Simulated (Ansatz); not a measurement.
One change: `[OH][Cd][Cl]` becomes `[CH3][Cd][OH]`.

Ansatz, PBE0-D4/def2-TZVP geometries, multiplicity 1. Each molecule was computed in one conformer, which needn't be the lowest.

Elements past krypton have def2 core potentials.

| property | `[OH][Cd][Cl]` |
| --- | --- |
| LUMO energy (PBE/def2-TZVPP) / eV | -2.69 |
| HOMO–LUMO gap (ωB97M-V/def2-TZVPP) / eV | 10.69 |
| size of the dipole moment (B3LYP/def2-TZVPP) / D | 1.74 |
| LUMO energy (B3LYP/def2-TZVPP) / eV | -2.15 |
| LUMO energy (ωB97M-V/def2-TZVPP) / eV | -0.04 |
| HOMO energy (ωB97M-V/def2-TZVPP) / eV | -10.73 |

Problem. Give the same properties after the change, and the shifts. (Best estimate.)

Solution. Computed: 
```tsv
property	`[CH3][Cd][OH]`	shift
LUMO energy (PBE/def2-TZVPP) / eV	-1.32	1.37
HOMO–LUMO gap (ωB97M-V/def2-TZVPP) / eV	10.97	0.28
size of the dipole moment (B3LYP/def2-TZVPP) / D	2.21	0.47
LUMO energy (B3LYP/def2-TZVPP) / eV	-0.85	1.30
LUMO energy (ωB97M-V/def2-TZVPP) / eV	0.94	0.98
HOMO energy (ωB97M-V/def2-TZVPP) / eV	-10.03	0.70
```

With PBE0 the HOMO rises by 0.76 eV and the LUMO rises by 1.28 eV, so the gap widens by about 0.52 eV. PBE moves the HOMO by 0.77 eV and ωB97M-V by 0.70 eV. Dipoles are sizes alone; their direction can turn.

B3LYP here is the variant with VWN-RPA as its local correlation; programs differ in this.
